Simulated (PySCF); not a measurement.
# Zinc: a sound run and one with changed settings

Sound run: Zn⁺ [Ar] 3d10 4s1, Zn²⁺ [Ar] 3d10. All numbers are calculated (PySCF 2.14, scalar relativity through the core potential, in aug-cc-pVDZ-PP with ECP10MDF). In the sound run the correlated levels freeze 3s2 3p6 outside the core potential. The sound run starts from symmetry-adapted Hartree-Fock orbitals and uses a fine grid where one is needed.

Changed run: all electrons correlated in a basis built for the valence shell.

```tsv
species	method	sound run (hartree)	changed run (hartree)	converged
Zn⁺	MP2	-226.08436	-226.34556	yes
Zn²⁺	MP2	-225.43469	-225.69307	yes
```

Ionisation energy of Zn⁺:

```csv
method,sound run (eV),changed run (eV)
UHF,16.801,16.801
MP2,17.678,17.755
SCS-MP2,17.534,17.578
```

A valence basis has no tight correlating functions, so it recovers only part of the core correlation, and not evenly between atom and ion.

For comparison, NIST gives 17.964 eV between the lowest levels.
